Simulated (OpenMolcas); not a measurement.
Ta4+: moving the ligands

Ta4+ with 6 ligands (ammonia) in tetragonal octahedral coordination (Ci) at 2.1 Å, the axial distance 2.394 Å. Ligand basis ANO-RCC-VDZP.

```
Program             : OpenMolcas
Method              : CASSCF
Basis               : ANO-RCC-VTZP [8s7p5d3f2g1h]
Scalar Hamiltonian  : DKH2, point nucleus
Active space        : 1 electron in 5 orbitals (5d)
State averaging     : 2S+1 = 2 even, 5 roots
Spin-orbit coupling : RASSI with atomic mean-field integrals over the reference wave functions
```

Runs around this geometry, states. Energies in cm-1 above the lowest state or level, χT in cm3 K/mol.

```json
{"R (Å)": "2.1", "Axial / equatorial distance": "1.14", "Ground state": "2S+1 = 2", "First state of that spin": "523.3", "First gap with spin-orbit (degeneracies)": "981.9 (2, 2)", "χT at 300 K": "0.055"}
{"R (Å)": "2.16", "Axial / equatorial distance": "1.14", "Ground state": "2S+1 = 2", "First state of that spin": "408.4", "First gap with spin-orbit (degeneracies)": "923.4 (2, 2)", "χT at 300 K": "0.051"}
{"R (Å)": "2.1", "Axial / equatorial distance": "1.254", "Ground state": "2S+1 = 2", "First state of that spin": "527.3", "First gap with spin-orbit (degeneracies)": "1325 (2, 2)", "χT at 300 K": "0.054"}
```

With metal d orbitals alone the field can be off either way by tens of per cent. Ligand-to-metal charge-transfer states are missing. Spin-orbit coupling mixes the spin-free states strongly: the lowest level takes only 67 % from its leading state, an unlabelled state of the same spin as most of the rest (figures for R = 2.1, ratio = 1.14; the like holds for R = 2.16, ratio = 1.14, R = 2.1, ratio = 1.254). The least metal-like active orbital is 68 % on the metal (Löwdin) and no ligand orbital is active, so the numbers are rough (holds for R = 2.1, ratio = 1.14; R = 2.1, ratio = 1.254). The least metal-like active orbital is 70 % on the metal (Löwdin) and no ligand orbital is active, so the numbers are rough (holds for R = 2.16, ratio = 1.14). No measured value stands beside these numbers; the geometry is a model, was not optimised and need not be the one that this ion takes.

A state without a sure symmetry label is named by its multiplicity alone.
